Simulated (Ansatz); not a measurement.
C2H6FOSc, SMILES `C[O][Sc]([CH3])[F]`. Charge 0, multiplicity 1. The structure was optimised at the PBE0-D4/def2-TZVP level. It is one conformer, not always the lowest.

```xyz
11

C    -1.409   -1.101   -1.611
O    -0.434   -0.691   -0.713
Sc    0.977   -0.350    0.438
C     0.899    1.549    1.534
F     2.411   -1.491    0.730
H    -1.179   -2.091   -2.024
H    -2.388   -1.155   -1.122
H    -1.490   -0.395   -2.445
H     0.784    2.407    0.858
H     1.792    1.732    2.142
H     0.036    1.585    2.212
```

Task: What is the dipole moment at PBE/def2-TZVPP? (An estimate is asked.)

Result: Computed: 2.17 D, with components (-1.72, -0.17, -1.30) D in this frame, pointing from negative to positive charge.

Task: And with r2SCAN, B3LYP, ωB97M-V? (Estimate.)

Result: Computed: r2SCAN 2.13 D, B3LYP 2.17 D, ωB97M-V 2.10 D.

Task: Give the Mulliken charges with PBE, ωB97M-V, B3LYP in def2-TZVPP. (An estimate is asked.)

Result: Computed: 
```json
{"atom": "C1", "PBE": "-0.12", "ωB97M-V": "-0.16", "B3LYP": "-0.10"}
{"atom": "O2", "PBE": "-0.44", "ωB97M-V": "-0.49", "B3LYP": "-0.53"}
{"atom": "Sc3", "PBE": "0.99", "ωB97M-V": "1.04", "B3LYP": "1.11"}
{"atom": "C4", "PBE": "-0.60", "ωB97M-V": "-0.62", "B3LYP": "-0.59"}
{"atom": "F5", "PBE": "-0.39", "ωB97M-V": "-0.43", "B3LYP": "-0.44"}
{"atom": "H6", "PBE": "0.09", "ωB97M-V": "0.11", "B3LYP": "0.09"}
{"atom": "H7", "PBE": "0.09", "ωB97M-V": "0.11", "B3LYP": "0.09"}
{"atom": "H8", "PBE": "0.09", "ωB97M-V": "0.11", "B3LYP": "0.09"}
{"atom": "H9", "PBE": "0.09", "ωB97M-V": "0.11", "B3LYP": "0.09"}
{"atom": "H10", "PBE": "0.10", "ωB97M-V": "0.12", "B3LYP": "0.09"}
{"atom": "H11", "PBE": "0.09", "ωB97M-V": "0.11", "B3LYP": "0.09"}
```

B3LYP here is the variant with VWN-RPA as its local correlation; programs differ in this.
